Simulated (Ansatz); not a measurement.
`CCC(C)(C)CC(C)(C)C` with charge +1. The state is a doublet with charge 1. Geometry PBE-D4/def2-SVP; atoms count from 1.

```csv
atom,x (Å),y (Å),z (Å)
C1,-0.724,2.092,-1.607
C2,0.341,1.763,-0.568
C3,-0.068,1.023,0.697
C4,1.031,1.037,1.746
C5,-1.378,1.688,1.327
C6,-0.690,-0.436,0.478
C7,0.238,-1.486,-0.302
C8,1.632,-1.653,0.267
C9,-0.620,-2.784,0.026
C10,0.250,-1.256,-1.802
H11,-1.334,1.215,-1.903
H12,-1.419,2.875,-1.240
H13,-0.253,2.491,-2.527
H14,1.178,1.185,-1.040
H15,0.866,2.698,-0.259
H16,2.009,0.708,1.340
H17,1.198,2.074,2.108
H18,0.784,0.410,2.624
H19,-1.635,1.217,2.292
H20,-1.095,2.750,1.493
H21,-2.243,1.643,0.643
H22,-1.638,-0.366,-0.086
H23,-0.919,-0.829,1.486
H24,1.635,-1.794,1.365
H25,2.126,-2.540,-0.185
H26,2.291,-0.797,0.003
H27,-0.601,-3.022,1.105
H28,-1.664,-2.689,-0.322
H29,-0.126,-3.604,-0.537
H30,-0.768,-1.179,-2.228
H31,0.817,-0.343,-2.085
H32,0.779,-2.091,-2.309
```

Question: Estimate the Mulliken populations of the heavy atoms from the PBE0/def2-TZVP orbitals of Ansatz.

Answer: 
| atom | charge (e) | spin (α − β) |
| --- | --- | --- |
| C1 | -0.41 | 0.00 |
| C2 | -0.23 | 0.01 |
| C3 | 0.09 | 0.13 |
| C4 | -0.36 | 0.01 |
| C5 | -0.36 | 0.15 |
| C6 | -0.33 | 0.19 |
| C7 | 0.03 | 0.14 |
| C8 | -0.39 | 0.01 |
| C9 | -0.33 | 0.13 |
| C10 | -0.38 | 0.01 |
Mulliken values depend strongly on the basis.

Question: Where does the spin sit?

Answer: Summed by element: C 0.78, H 0.22, of 1 unpaired in all. Largest on single atoms: C6 0.19, C5 0.15, C7 0.14.

Question: And the Mayer bond orders between heavy atoms (over 0.3)?

Answer: C1–C2 0.98 (1.52 Å); C2–C3 0.98 (1.52 Å); C3–C4 1.03 (1.52 Å); C3–C5 0.84 (1.60 Å); C3–C6 0.84 (1.60 Å); C6–C7 0.82 (1.60 Å); C7–C8 1.02 (1.52 Å); C7–C9 0.88 (1.59 Å); C7–C10 1.04 (1.52 Å).
